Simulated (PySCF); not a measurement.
Species: C3H2I2S.
Bonds: S1–C2 (double), C2–C3 (double), C3–I4, C3–C5, C5–I6. Hydrogens: H7, H8 on C5.

Method: PBE0-D3(BJ)/def2-SVP geometry optimisation, gas phase, def2 core potentials past Kr in PySCF 2.14.0; density fitting, grid level 1; the optimiser is geomeTRIC in internal coordinates, started from a GFN2-xTB structure with every atom displaced at random (about 0.01 Å).

Step 0: E = -30166.7974 eV
```
atom  x, y, z in Å  |  force x, y, z in eV/Å
S1      3.0087   -0.7744   -0.1211   -1.373   0.536   0.086
C2      1.5526   -0.1504   -0.0852    1.379  -0.429  -0.200
C3      0.3512    0.3890   -0.1086    0.509   0.515   0.270
I4      0.3421    2.5018    0.2607    0.002  -0.462  -0.098
C5     -0.9182   -0.3170   -0.2377    0.187   0.214   0.617
I6     -1.8961   -0.6330    1.7066   -0.054  -0.031  -0.090
H7     -0.7673   -1.3024   -0.6551   -0.051  -0.535  -0.229
H8     -1.6178    0.2672   -0.8123   -0.599   0.191  -0.356
```

Step 1: E = -30166.8163 eV
```
atom  x, y, z in Å  |  force x, y, z in eV/Å
S1      2.8646   -0.9503   -0.0998   -0.109   0.389  -0.018
C2      1.5677   -0.0825   -0.1021    0.073  -0.518   0.019
C3      0.3778    0.4837   -0.0993   -0.013   0.161   0.045
I4      0.2626    2.5607    0.2357    0.072  -0.086  -0.021
C5     -0.8715   -0.2941   -0.2252    0.092   0.049   0.012
I6     -1.8404   -0.6914    1.7004   -0.016   0.007  -0.012
H7     -0.6768   -1.2855   -0.6537   -0.049   0.025  -0.006
H8     -1.6289    0.2403   -0.8087   -0.050  -0.028  -0.020
```

**Question.** Estimate the geometry and energy of step 2. (The exact step hangs on the optimiser's Hessian estimate; all steps are aligned on step 1, rigid shifts and turns removed.)

**Answer.** E = -30166.8419 eV, largest force 0.354 eV/Å
```
atom  x, y, z in Å  |  force x, y, z in eV/Å
S1      2.9191   -0.8648   -0.1059    0.059   0.161  -0.012
C2      1.5685   -0.0946   -0.1001   -0.108  -0.338  -0.006
C3      0.3698    0.4535   -0.0949    0.006  -0.026  -0.004
I4      0.3302    2.5262    0.2367   -0.034   0.094   0.013
C5     -0.8922   -0.3027   -0.2236    0.094   0.112   0.009
I6     -1.8775   -0.6818    1.6967   -0.013   0.005   0.010
H7     -0.7197   -1.2968   -0.6534    0.000   0.003  -0.006
H8     -1.6430    0.2417   -0.8083   -0.004  -0.012  -0.005
```

The energy changes by -0.0256 eV. The first-order estimate −F·Δx gives -0.0380 eV and the mean of the old and new forces, exact on a quadratic surface, -0.0259 eV. The step makes an angle of 68° with the force vector and moves no atom by more than 0.102 Å.

What follows is the cost of the whole optimisation. On Arm Neoverse V2, one thread, no GPU, shared host with 96 logical CPUs at a one-minute load of 30, this took 53 s and 0.53 GiB of memory at its peak.
